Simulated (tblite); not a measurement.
Compound: C6H11FO (charge +1 and doublet state).
SMILES with atom numbers: `[CH2+:1][CH:2][C@H:3]([F:4])[CH2:5][O:6][CH2:7][CH3:8]` (hydrogens: H9, H10 on C1; H11 on C2; H12 on C3; H13, H14 on C5; H15, H16 on C7; H17, H18, H19 on C8)

Geometry (GFN2-xTB, Å), atoms numbered from 1 in this order:
```
atom  x, y, z in Å
C1     3.1183    0.3782    0.5228
C2     2.0231    0.6868   -0.1754
C3     1.2816   -0.3044   -0.9882
F4     0.5290    0.3014   -1.9492
C5     0.2549   -1.1659   -0.1168
O6    -0.7184   -0.3695    0.4268
C7    -1.8641   -0.0804   -0.3137
C8    -2.8513    0.7135    0.5060
H9     3.5053   -0.6274    0.5765
H10    3.6720    1.1354    1.0523
H11    1.6253    1.6929   -0.1856
H12    1.9386   -1.0284   -1.4883
H13    0.8218   -1.6182    0.7000
H14   -0.1491   -1.9295   -0.7933
H15   -1.5815    0.5053   -1.2142
H16   -2.3162   -1.0055   -0.7118
H17   -3.1643    0.1375    1.3773
H18   -2.4104    1.6374    0.8766
H19   -3.7245    0.9502   -0.0942
```

Calculated harmonic vibrations of the isolated species, GFN2-xTB (tblite), most abundant isotopes, no scaling. The method is semi-empirical: single wavenumbers can be off by several per cent or more. One conformer, not necessarily the lowest. Open shells enter through the occupations alone, without spin polarisation, and single modes of such species can be off by tens of per cent.

Harmonic wavenumbers (cm⁻¹): 45.5, 57.7, 81.1, 129.1, 174.8, 218.3, 241.4, 294.1, 352.2, 403.7, 479.0, 547.0, 618.9, 734.7, 784.9, 877.9, 886.2, 902.5, 944.7, 958.4, 1017.5, 1039.1, 1065.7, 1099.7, 1105.3, 1134.7, 1143.4, 1186.3, 1220.5, 1224.7, 1266.3, 1273.7, 1293.6, 1348.4, 1371.4, 1389.1, 1398.2, 1410.4, 1430.9, 1601.9, 2738.8, 2835.2, 2901.2, 2920.2, 2985.6, 3004.6, 3031.3, 3071.6, 3075.2, 3095.9, 3133.9.

A = 3553, B = 1097, C = 1011 MHz; mass 118.079 u (most abundant isotopes); point group C1, symmetry number 1; spin multiplicity 2.

**Question.** What is the zero-point energy?

**Answer.** Half the sum of the wavenumbers: 33773 cm⁻¹ = 96.56 kcal/mol.

**Question.** Give the ideal-gas entropy at 298.15 K and 1 bar in the rigid-rotor, harmonic-oscillator model (classical rotation).

**Answer.** Translation 40.24, rotation 28.79, vibration 29.70, spin (R ln 2) 1.38: S = 100.1 cal/(mol K).

**Question.** And Cp and H(298.15 K) − H(0)?

**Answer.** Cp = 37.10 cal/(mol K), of which vibrations give 29.15 (their classical limit is 51 R = 101.3); H(298.15 K) − H(0) = 6.88 kcal/mol without the zero-point energy, 4.51 from vibrations.

**Question.** Which modes carry the vibrational entropy at 298.15 K?

**Answer.** 45.5 cm⁻¹: 5.00; 57.7 cm⁻¹: 4.53; 81.1 cm⁻¹: 3.86; 129.1 cm⁻¹: 2.96; 174.8 cm⁻¹: 2.38; 218.3 cm⁻¹: 1.97 cal/(mol K); the other 45 give 8.98 together.

**Question.** How do the functions run with temperature in this model?

**Answer.** 
```json
{"T (K)": "150", "S (cal/(mol K))": "80.0", "Cp (cal/(mol K))": "23.5", "H − H(0) (kcal/mol)": "2.43", "G − H(0) (kcal/mol)": "-9.57", "ln q(vib)": "3.43"}
{"T (K)": "250", "S (cal/(mol K))": "94.0", "Cp (cal/(mol K))": "32.3", "H − H(0) (kcal/mol)": "5.21", "G − H(0) (kcal/mol)": "-18.30", "ln q(vib)": "6.10"}
{"T (K)": "400", "S (cal/(mol K))": "112.4", "Cp (cal/(mol K))": "47.2", "H − H(0) (kcal/mol)": "11.18", "G − H(0) (kcal/mol)": "-33.80", "ln q(vib)": "9.91"}
{"T (K)": "600", "S (cal/(mol K))": "134.8", "Cp (cal/(mol K))": "63.0", "H − H(0) (kcal/mol)": "22.29", "G − H(0) (kcal/mol)": "-58.56", "ln q(vib)": "14.89"}
{"T (K)": "900", "S (cal/(mol K))": "163.4", "Cp (cal/(mol K))": "78.1", "H − H(0) (kcal/mol)": "43.65", "G − H(0) (kcal/mol)": "-103.42", "ln q(vib)": "21.98"}
```

q(vib) and H(0) count from the zero-point level.

**Question.** Blend soft modes into free rotors: weight 1/[1 + (100 cm⁻¹/ν̃)⁴] for the oscillator and the rest for a rotor with moment μB/(μ + B), μ = h/(8π²ν), B = 10⁻⁴⁴ kg m². What vibrational entropy results?

**Answer.** 26.73 cal/(mol K) in place of 29.70, which changes −T·S at 298.15 K by +0.89 kcal/mol.

**Question.** What must be added to the electronic energy to get the Gibbs energy at 298.15 K and 1 bar?

**Answer.** ZPE + [H(298.15 K) − H(0)] − T·S = 96.56 + 6.88 − 29.85 = 73.59 kcal/mol.

Hindered rotation and anharmonicity are outside this model. Other conformers, if any are populated, would add a mixing term that is left out. The structure is chiral; the term R ln 2 for an equal mix with its mirror image is left out.
